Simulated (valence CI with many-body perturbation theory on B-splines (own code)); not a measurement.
Os27+: fill in the table

Computed by relativistic CI+MBPT: three valence electrons over a frozen Dirac-Fock core [Kr] 4d10, radial functions for each j: 7 s, 7 p, 7 d, 7 f, 4 g, 2 h, with the one-electron correlation potential Σ1 (screened to all orders), the two-electron term Σ2, the three-electron term Σ3, Breit, model QED; selected single and double excitations, second order for the rest, scaled by the run's own slope (own B-spline code, finite nucleus).

No measured spectrum was set against this ion. As an estimate, large intervals hold to a few tenths of a per cent, small ones and those within an open d or f shell to about a per cent. Excitations out of the core, of the other parity, are not computed and may begin above about 171 eV (a cautious bound); beyond it only levels of the ground parity were kept, without lifetimes.

| Level | E (cm⁻¹) |
| --- | --- |
| (4f5/2^3) J=9/2 | 0.0 |
| (4f5/2^2 4f7/2) J=11/2 [a] | 25261 |
| (4f5/2^3) J=3/2 | 37625 |
| (4f5/2 4f7/2^2) J=13/2 [a] | 45584 |
| (4f5/2^2 4f7/2) J=9/2 | ? |
| (4f5/2^3) J=5/2 | 54257 |
| (4f5/2^2 4f7/2) J=3/2 [a] | 61587 |
| (4f5/2 4f7/2^2) J=15/2 | ? |
| (4f5/2^2 4f7/2) J=7/2 [a] | 62461 |
| (4f5/2^2 4f7/2) J=5/2 [a] | ? |
| (4f5/2^2 4f7/2) J=7/2 [b] | ? |
| (4f5/2 4f7/2^2) J=9/2 [a] | 81729 |
| (4f5/2^2 4f7/2) J=13/2 | 82120 |
| (4f5/2 4f7/2^2) J=11/2 [a] | ? |
| (4f5/2 4f7/2^2) J=3/2 [a] | 89709 |
| (4f5/2^2 4f7/2) J=1/2 | ? |
| (4f5/2 4f7/2^2) J=7/2 [a] | 93453 |
| (4f5/2 4f7/2^2) J=9/2 [b] | 94914 |
| (4f5/2^2 4f7/2) J=15/2 | 96543 |
| (4f5/2^2 4f7/2) J=5/2 [b] | 97468 |

Levels are named by their leading jj configuration (3d3/2^4 stands for four electrons in 3d with j = 3/2), which in mixed levels can hold well under half, so a name can repeat and another be missing. Letters in brackets count levels of one name in rising energy.

Task: The levels stand in rising order. What does the calculation give for the missing energies?

Result: (4f5/2^2 4f7/2) J=9/2 50280; (4f5/2 4f7/2^2) J=15/2 62365; (4f5/2^2 4f7/2) J=5/2 [a] 62644; (4f5/2^2 4f7/2) J=7/2 [b] 74673; (4f5/2 4f7/2^2) J=11/2 [a] 83277; (4f5/2^2 4f7/2) J=1/2 91714.
